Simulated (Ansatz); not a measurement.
C₂H₄SSi, SMILES `C#CS[SiH3]`, 8 atoms. The species carries charge 0 and has multiplicity 1. All runs use 2 threads of an Arm Neoverse V1 on a shared host. Correlated methods freeze the cores.

(1) How many basis functions does each run have, and how long does it take in Ansatz? RKS ωB97M-V/def2-QZVPP energy; RKS PBE0-D4/def2-QZVPP energy; RKS PBE0-D4/def2-TZVPP energy; RKS PBE0-D4/def2-TZVP relaxation (6 steps); RKS ωB97M-V/def2-SVP energy; RKS B97M-V/def2-TZVPP energy; RHF-CCSD(T)/def2-SVP energy; direct RPA on PBE orbitals/def2-TZVPP energy; RKS B3LYP-D4/def2-TZVPP energy and forces; RHF-MP2/def2-QZVPP energy; RHF-CCSD(T)/def2-TZVPP energy; RKS PBE0-D4/def2-SVP energy. (Best estimate.)

Answers

(1) Ansatz gave: Other jobs shared the machine, so times are rough.

```
                                level                   job  functions  wall time  peak host memory (GiB)
                 RKS PBE0-D4/def2-SVP                energy         84      1.5 s                    0.14
                 RHF-CCSD(T)/def2-SVP                energy         84      2.8 s                    0.23
               RKS PBE0-D4/def2-TZVPP                energy        202        4 s                    0.41
              RKS B3LYP-D4/def2-TZVPP     energy and forces        202        6 s                    0.47
direct RPA on PBE orbitals/def2-TZVPP                energy        202      6.5 s                     0.4
                 RKS ωB97M-V/def2-SVP                energy         84        7 s                    0.22
               RKS PBE0-D4/def2-QZVPP                energy        374       10 s                       1
                RKS B97M-V/def2-TZVPP                energy        202       13 s                    0.29
                   RHF-MP2/def2-QZVPP                energy        374       22 s                     1.5
               RKS ωB97M-V/def2-QZVPP                energy        374       26 s                     1.1
                RKS PBE0-D4/def2-TZVP  relaxation (6 steps)        160       27 s                    0.34
               RHF-CCSD(T)/def2-TZVPP                energy        202       71 s                     2.4
```

B3LYP here is the variant with VWN-RPA as its local correlation; programs differ in this.
